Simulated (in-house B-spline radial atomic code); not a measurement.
Sc³⁺. Computed with a B-spline radial atomic code. Model: all-electron spherical atom, spin shells full or empty, radial basis limit, no spin-orbit coupling, Breit or QED, empty-state partial waves extrapolated as (l+1/2)^-4, RPA, G0W0 and static COHSEX of the highest shell as one setting changes (uncorrelated shells keep exact exchange).

Given: element Sc; charge 3; filled core Ne; hamiltonian one-electron scalar X2C; mean-field start PBE; highest l of empty states 9; nuclear rms radius 3.5459 fm; highest mean-field shell 3p.

Shell: 3s 1 1, 3p 3 3 (electrons up and down).

| natural log step of frequency grid | RPA correlation energy (hartree) | G0W0 level (eV) | G0W0 minus most complete (meV) | RPA minus most complete (millihartree) | linearised minus solved G0W0 (meV) |
| --- | --- | --- | --- | --- | --- |
| 0.25 | -1.1894 | -73.492 | 0 | 0 | -32.6 |
| 0.4 | -1.1894 | -73.492 | 0 | 0 | -32.6 |
| 0.6 | ? | ? | ? | ? | ? |
| 0.9 | -1.1895 | -73.493 | -0.5 | 0 | -32.6 |
| 1.3 | -1.1892 | -73.493 | -0.4 | 0.2 | -30.9 |
| 1.8 | -1.1884 | -73.466 | 25.8 | 1 | -28.4 |
| 2.5 | ? | ? | ? | ? | ? |
| 3.5 | -1.1022 | -73.258 | 234 | 87.3 | -16.9 |

(1) What follows for natural log step of frequency grid = 0.6?

(2) What follows for natural log step of frequency grid = 2.5?

## Answers

(1) RPA correlation energy -1.1894 hartree; G0W0 level -73.492 eV; G0W0 minus most complete -0.1 meV; RPA minus most complete 0 millihartree; linearised minus solved G0W0 -32.6 meV.

(2) RPA correlation energy -1.1339 hartree; G0W0 level -73.375 eV; G0W0 minus most complete 117.2 meV; RPA minus most complete 55.6 millihartree; linearised minus solved G0W0 -21 meV.
